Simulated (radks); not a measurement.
The numbers below are computed, except where a source is named.
Question: Ce3+, configuration [Xe] 5d1 (not the ground configuration). Code: a radial shooting solver on a logarithmic mesh with Libxc functionals. Model: Dirac Kohn-Sham, PBEsol, spin-unpolarised, spherical densities, finite nucleus; open shells are shared between the two j in proportion to 2j + 1; Fermi nuclear charge, rms radius 4.8771 fm. Some entries of the table are withheld. Estimate them.

orbital,occ.,eigenvalue (eV),r(max) (bohr)
1s1/2,2,-40244.39,0.01574
2s1/2,2,(1),0.08925
2p1/2,2,(2),0.06799
2p3/2,4,(3),0.07325
3s1/2,2,-1419.318,0.2550
3p1/2,2,-1267.338,0.2417
3p3/2,4,-1179.689,0.2531
3d3/2,4,-913.5623,0.2034
3d5/2,6,-894.7425,0.2066
4s1/2,2,-312.6716,(4)
4p1/2,2,-256.0978,0.6018
4p3/2,4,-237.0318,0.6260
4d3/2,4,(5),0.6456
4d5/2,6,(6),0.6534
5s1/2,2,-67.3948,1.349
5p1/2,2,(7),1.461
5p3/2,4,(8),1.523
4f5/2,0,(9),0.6861
4f7/2,0,(10),0.6902
5d3/2,0.4,-25.6522,1.911
5d5/2,0.6,-25.2894,1.935
6s1/2,0,-21.4793,3.083

Answer: 
(1) 2s1/2 eigenvalue (eV): -6468.727
(2) 2p1/2 eigenvalue (eV): -6110.107
(3) 2p3/2 eigenvalue (eV): -5663.894
(4) 4s1/2 r(max) (bohr): 0.5927
(5) 4d3/2 eigenvalue (eV): -143.9373
(6) 4d5/2 eigenvalue (eV): -140.5645
(7) 5p1/2 eigenvalue (eV): -51.1508
(8) 5p3/2 eigenvalue (eV): -48.0251
(9) 4f5/2 eigenvalue (eV): -35.5424
(10) 4f7/2 eigenvalue (eV): -35.1562
